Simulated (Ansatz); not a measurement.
Consider the ligand exchange at the In–S bond: `[F][InH][SH]` + H–F → `[F][InH][F]` + H₂S.

Computed with Ansatz on PBE0-D4/def2-TZVP structures; ΔE is electronic, products minus reactants. CBS: MP2 limit from def2 TZ/QZ plus the TZ coupled-cluster correction, frozen cores. This one scheme is used for every species. Elements past krypton have def2 core potentials. For In outer-core shells are correlated without core-valence functions, which leaves a few kJ/mol of doubt a bond. Each species was taken in one conformer, which may not be the lowest.

`[F][InH][SH]`:

```xyz
5

F     1.113    1.521    0.062
In   -0.216    0.212    0.647
S    -0.443   -1.401   -1.060
H    -0.926    0.440    2.167
H     0.473   -0.771   -1.817
```

H–F:

Z-matrix (Å, degrees):
```
F
H 1 0.920
```

`[F][InH][F]`:

Z-matrix (Å, degrees):
```
In
F 1 1.935
F 1 1.935 2 106.8
H 1 1.681 2 126.6 3 180.0
```

H₂S:

Z-matrix (Å, degrees):
```
S
H 1 1.341
H 1 1.341 2 92.3
```

| level | ΔE (eV) |
| --- | --- |
| MP2/def2-SVP | 0.24 |
| MP2/def2-TZVPP | 0.45 |
| CCSD/def2-TZVPP | 0.37 |
| MP2/def2-QZVPP | 0.44 |

Question: What does CCSD(T)/CBS give? (Estimate.)

Answer: Ansatz gave: +0.39 eV. The listed levels differ from it by -0.15, 0.06, -0.02, 0.05 eV.

Largest T1 diagnostic among the species: 0.017.

Leaving LDA and LC-ωPBE aside and taking each functional with its dispersion term where it has one, the values, not all of them listed here, spread over 0.18 eV, from BLYP-D4 to PBE-QIDH. LDA lies +0.11 eV from PBE without D4. From PBE to PBE0 (25 % exact exchange), in def2-TZVPP and without D4, ΔE moves by +0.07 eV. At CCSD(T), def2-SVP lies −0.14 eV from the extrapolated value and def2-TZVPP −0.00 eV.
